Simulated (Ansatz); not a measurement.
System: C6H13S, net charge 0, doublet state. It need not be the lowest isomer of its formula. 
Geometry from a B3LYP-D3(BJ)/def2-TZVP (Ansatz, an electronic-structure program) optimisation:
```
C
H 1 1.0929
H 1 1.0934 2 106.35
C 1 1.5239 2 109.21 3 -117.58
H 4 1.0914 1 110.88 2 176.22
H 4 1.0922 5 107.44 1 -121.71
C 1 1.5273 2 109.77 3 118.88
H 7 1.0958 1 109.44 2 63.62
H 7 1.0959 8 106.08 1 -118.05
C 7 1.5271 8 109.22 9 -117.61
H 10 1.0946 7 109.13 8 179.99
H 10 1.0947 11 106.11 7 -117.45
C 10 1.5258 11 109.61 12 -118.29
H 13 1.0914 10 111.47 11 58.01
H 13 1.0927 14 107.74 10 122.11
H 13 1.0927 14 107.74 15 115.78
S 4 1.8196 5 104.90 6 -114.55
C 17 1.7042 4 101.89 5 167.73
H 18 1.0786 17 117.31 4 174.65
H 18 1.0799 19 120.34 17 -167.23
```
Charge 0, spin multiplicity 2.

Total electronic energies in hartree. Correlated levels leave the core frozen unless marked. Open shells are spin-unrestricted. No spin-orbit coupling. No relativistic terms. CBS marks a two-point X^-3 extrapolation of the correlation energy; Hartree-Fock from the larger set. The bracket is a focal-point correction in the basis named.

```json
[
 {"level": "HF/6-31G*", "program": "Ansatz", "energy (Eh)": "-632.24671"},
 {"level": "revPBE-D3(BJ)/def2-TZVPD", "program": "Ansatz + dftd3", "energy (Eh)": "-634.60134"},
 {"level": "revPBE/def2-TZVPD", "program": "Ansatz", "energy (Eh)": "-634.55774"},
 {"level": "r2SCAN/def2-TZVPD", "program": "Ansatz", "energy (Eh)": "?"},
 {"level": "PBE0/def2-TZVP", "program": "Ansatz", "energy (Eh)": "-634.27261"},
 {"level": "B2PLYP-D3(BJ)/def2-TZVPD", "program": "Ansatz + dftd3", "energy (Eh)": "-634.34970"},
 {"level": "SCS-MP2/STO-3G", "program": "Ansatz", "energy (Eh)": "-625.51457"},
 {"level": "CCSD/6-31G", "program": "Ansatz", "energy (Eh)": "-632.77826"},
 {"level": "RI-MP2/CBS(cc-pV(T+d)Z,cc-pV(Q+d)Z)+[CCSD(T)-MP2]/cc-pV(T+d)Z", "program": "Ansatz", "energy (Eh)": "-633.8646"}
]
```

What belongs in the gaps?


- r2SCAN/def2-TZVPD, energy (Eh): -634.53024
